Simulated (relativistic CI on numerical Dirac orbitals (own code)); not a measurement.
## Forbidden transitions in Au⁷²⁺

Method of calculation: Dirac-Coulomb-Breit CI, orbitals from a KLI potential per configuration, a model potential for QED, unscaled Slater integrals (own radial code, finite nucleus).

Configurations in the expansion (outside the closed core 1s2): 2s2.2p3, 2s.2p4, 2p5, 2p4.3s, 2s2.2p2.3s, 2p4.3p, 2s2.2p2.3p, 2p4.3d, 2s2.2p2.3d, 2s.2p3.3s, 2s.2p3.3p, 2s.2p3.3d, 2s2.2p2.4s, 2s2.2p2.4p, 2s2.2p2.4d, 2s2.2p2.4f. Levels of other configurations are missing.

```
λ vac (Å)                Lower                     Upper  Type   A (s⁻¹)        gf  Branching (%)
   0.8493  2s2.2p3 2P°_3/2 [1]  2s2.2p2.4f 2F°_7/2 [118]    E2  8.70e+12  7.53e-03            2.1
   0.9406  2s2.2p3 2P°_3/2 [1]    2s.2p3.3d 2F°_5/2 [71]    E2  6.33e+12  5.04e-03            5.2
   0.9473  2s2.2p3 2P°_3/2 [1]    2s.2p3.3d 2F°_7/2 [66]    E2  8.96e+12  9.64e-03           18.2
   0.9480  2s2.2p3 2P°_3/2 [1]    2s.2p3.3d 4D°_5/2 [64]    E2  5.57e+12  4.50e-03            2.6
   0.9767  2s2.2p3 4S°_3/2 [2]  2s2.2p2.3p 2D°_5/2 [116]    E2  9.10e+11  7.81e-04            6.7
   0.9767  2s2.2p3 4S°_3/2 [2]  2s2.2p2.3p 4D°_7/2 [115]    E2  1.66e+12  1.90e-03           14.2
   0.9783  2s2.2p3 2P°_3/2 [1]   2s2.2p2.3p 2D°_5/2 [42]    E2  1.61e+12  1.39e-03           23.9
   0.9784  2s2.2p3 2D°_5/2 [3]  2s2.2p2.3p 2P°_1/2 [117]    E2  2.37e+12  6.79e-04           14.6
   0.9785  2s2.2p3 2D°_5/2 [3]  2s2.2p2.3p 2D°_5/2 [116]    E2  1.63e+12  1.40e-03           12.0
   0.9785  2s2.2p3 2D°_5/2 [3]  2s2.2p2.3p 4D°_7/2 [115]    E2  9.51e+11  1.09e-03            8.1
   0.9808  2s2.2p3 2P°_3/2 [1]   2s2.2p2.3p 2F°_7/2 [40]    E2  2.08e+12  2.40e-03           31.6
   0.9812  2s2.2p3 2P°_3/2 [1]   2s2.2p2.3p 2D°_3/2 [39]    E2  1.93e+12  1.12e-03           27.4
   0.9820  2s2.2p3 2P°_3/2 [1]   2s2.2p2.3p 4D°_5/2 [37]    E2  4.87e+11  4.22e-04            7.9
   1.1493  2s2.2p3 2D°_5/2 [3]   2s2.2p2.3p 2P°_1/2 [43]    E2  2.85e+12  1.13e-03           27.3
   1.1507  2s2.2p3 2P°_3/2 [8]  2s2.2p2.3p 2P°_3/2 [119]    E2  2.75e+12  2.18e-03           17.4
   1.1547  2s2.2p3 4S°_3/2 [2]   2s2.2p2.3p 4D°_5/2 [37]    E2  1.27e+12  1.53e-03           20.6
   1.1555  2s2.2p3 2D°_5/2 [3]   2s2.2p2.3p 2F°_7/2 [40]    E2  1.46e+12  2.34e-03           22.2
   1.1555  2s2.2p3 2P°_3/2 [1]   2s2.2p2.3p 2P°_3/2 [18]    E2  2.07e+12  1.66e-03           38.7
   1.1562  2s2.2p3 2D°_5/2 [3]   2s2.2p2.3p 2D°_3/2 [39]    E2  1.03e+12  8.22e-04           14.5
   1.1568  2s2.2p3 2P°_3/2 [8]  2s2.2p2.3p 4D°_7/2 [115]    E2  7.98e+11  1.28e-03            6.8
   1.1579    2s.2p4 2P_3/2 [7]     2s.2p3.3p 4P_1/2 [69]    E2  2.54e+12  1.02e-03            5.3
   1.1584  2s2.2p3 2P°_1/2 [4]   2s2.2p2.3p 2D°_5/2 [42]    E2  8.29e+11  1.00e-03           12.3
   1.1592    2s.2p4 4P_5/2 [5]     2s.2p3.3p 4D_7/2 [59]    E2  1.39e+12  2.25e-03            5.8
   1.2134  2s2.2p3 2D°_5/2 [3]   2s2.2p2.3p 2P°_3/2 [28]    E2  2.30e+12  2.03e-03           32.7
   1.2164  2s2.2p3 4S°_3/2 [2]   2s2.2p2.3p 2F°_5/2 [27]    E2  5.79e+11  7.70e-04           13.8
   1.2179  2s2.2p3 2P°_3/2 [8]   2s2.2p2.3p 2D°_5/2 [85]    E2  2.86e+12  3.82e-03           47.4
   1.2180  2s2.2p3 4S°_3/2 [2]   2s2.2p2.3p 4D°_3/2 [26]    E2  2.48e+12  2.20e-03           76.1
   1.2192  2s2.2p3 2D°_5/2 [3]   2s2.2p2.3p 2F°_5/2 [27]    E2  2.33e+12  3.11e-03           55.4
   1.2208  2s2.2p3 2P°_3/2 [1]   2s2.2p2.3p 2P°_1/2 [17]    E2  4.12e+12  1.84e-03           94.1
   1.2263  2s2.2p3 2P°_1/2 [4]   2s2.2p2.3p 2F°_5/2 [27]    E2  7.96e+11  1.08e-03           18.9
```

Terms are leading LS components. Brackets give the number of a level in order of energy, since labels repeat. The list gives strong lines, with weight on those to low levels, among the lowest 200 of 359 levels, so that lines to higher ones, which can be the strongest, are missing. Levels whose partners in the same complex of configurations lie outside the list can be far off, and so can their lines. Rates are taken at the computed energies, electric ones in the length gauge.

At this charge energies of transitions that change n are usually good to better than 1 %, and those within a shell (Δn = 0) to a few per cent.

LS names give the leading component of a level, which can be under half, so a name can repeat, a term be missing and a line seem to break the LS rules.
